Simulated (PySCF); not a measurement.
W(Me)4 (C4H12W), SMILES [CH3][W]([CH3])([CH3])[CH3] (connectivity only; charge and spin as stated), neutral, multiplicity 3.

Geometry optimised at PBE0-D3(BJ)/def2-SVP. The multiplicity is an assumed one; other spin states were not compared. The def2 effective core potentials stand for the cores of W; spin–orbit coupling is left out.

The numbers are results of PBE/def2-TZVP (PySCF), not measurements.

total energy: -226.55794 hartree
point group: Td
α spin, highest occupied and lowest empty level: -3.72 and -1.11 eV
β spin, highest occupied and lowest empty level: -6.68 and -1.98 eV
dipole moment: 0.00 D
quadrupole, principal values (traceless, Buckingham form, about the centre of nuclear charge): 0.00, 0.00, 0.00 D·Å
mean static polarisability: 102.8 bohr³ (15.23 Å³)
polarisability, principal values: 102.8, 102.8, 102.8 bohr³
⟨S²⟩: 2.012 (pure state 2.00)
